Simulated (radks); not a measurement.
The numbers below are computed, except where a source is named.
Task: The table gives one normalised radial function P(r) = r R(r) of Gd12+ in [Kr] 4d10 4f4 5s2 (r in bohr). Level of theory: scalar-relativistic Kohn-Sham, r2SCAN, spin-polarised, spherical densities, finite nucleus; open shells are filled with parallel spins first (spin-orbit coupling, left out, can overturn this in heavy ions); meta-GGA in the generalised Kohn-Sham scheme; Fermi nuclear charge, rms radius 5.1569 fm (a radial shooting solver on a logarithmic mesh with Libxc functionals).

r          P
0.0008982   0.0484
0.001021    0.0537
0.00117     0.0599
0.00134     0.0668
0.001535    0.0743
0.001745    0.0819
0.001999    0.0907
0.00229     0.1002
0.002603    0.1096
0.002982    0.1202
0.003417    0.1312
0.003914    0.1425
0.004449    0.1532
0.005097    0.1642
0.005839    0.1746
0.006637    0.1832
0.007604    0.1906
0.008711    0.1952
0.009981    0.1963
0.01134     0.1930
0.013       0.1839
0.01489     0.1678
0.01692     0.1452
0.01939     0.1125
0.02221     0.0704
0.02545     0.0190
0.02892    -0.0367
0.03314    -0.1014
0.03796    -0.1676
0.04315    -0.2260
0.04943    -0.2768
0.05664    -0.3074
0.06489    -0.3086
0.07375    -0.2761
0.08449    -0.2016
0.0968     -0.0875
0.11        0.0474
0.126       0.2022
0.1444      0.3417
0.1654      0.4334
0.188       0.4483
0.2154      0.3689
0.2468      0.1912
0.2805     -0.0433
0.3214     -0.3156
0.3682     -0.5441
0.4218     -0.6585
0.4794     -0.6173
0.5493     -0.4037
0.6293     -0.0500
0.7153      0.3434
0.8195      0.7359
0.9388      1.0201
1.076       1.1417
1.222       1.0971
1.401       0.9151
1.605       0.6620
1.824       0.4261
2.089       0.2284
2.394       0.1026
2.743       0.0380
3.117       0.0122
3.571       0.0029

Which n and l does it have? It may be an empty orbital.

Result: n = 5, l = 0: the number of nodes gives n - l - 1 = 4, the rise at small r (about r^(l+1), flatter next to the nucleus through relativity) gives l, and the extent must fit the shell. The curve is that of 5s down; the table hardly tells the two spins apart. 5s down: eigenvalue -231.45 eV, 4 radial nodes at r = 0.0266, 0.105, 0.274, 0.640 bohr, <r> = 1.15 bohr, 90 % of the charge inside 1.61 bohr.
